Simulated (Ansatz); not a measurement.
Gas-phase reaction R1 + R2 → P1 + P2, each structure at its B3LYP-D3(BJ)/def2-TZVP stationary point, reached from a drawn start (curvature not checked).
R1: N atom, charge 0, multiplicity 4.
P1: NO (SMILES [N]=O), charge 0, multiplicity 2.
P2: O atom, charge 0, multiplicity 3.
R2: O2 (SMILES O=O), charge 0, multiplicity 3.

P less R. No zero-point or thermal terms; open shells are unrestricted; no spin–orbit coupling.

Correlated levels freeze the cores.

Programs: Ansatz (Gaussian basis) for Hartree–Fock, density functionals and correlated methods. Each number belongs to the level named beside it.

Q: One of these levels gives -151.7 kJ/mol for the reaction energy. Which?
(A) SCS-MP2/aug-cc-pVTZ
(B) PBE0/def2-TZVPPD
(C) HF/aug-cc-pVDZ
(D) BHLYP/def2-TZVPPD

A: A, SCS-MP2/aug-cc-pVTZ. The others give -81.5 (HF/aug-cc-pVDZ), -121.1 (PBE0/def2-TZVPPD), -135.7 (BHLYP/def2-TZVPPD)

Ansatz is a first-principles code.
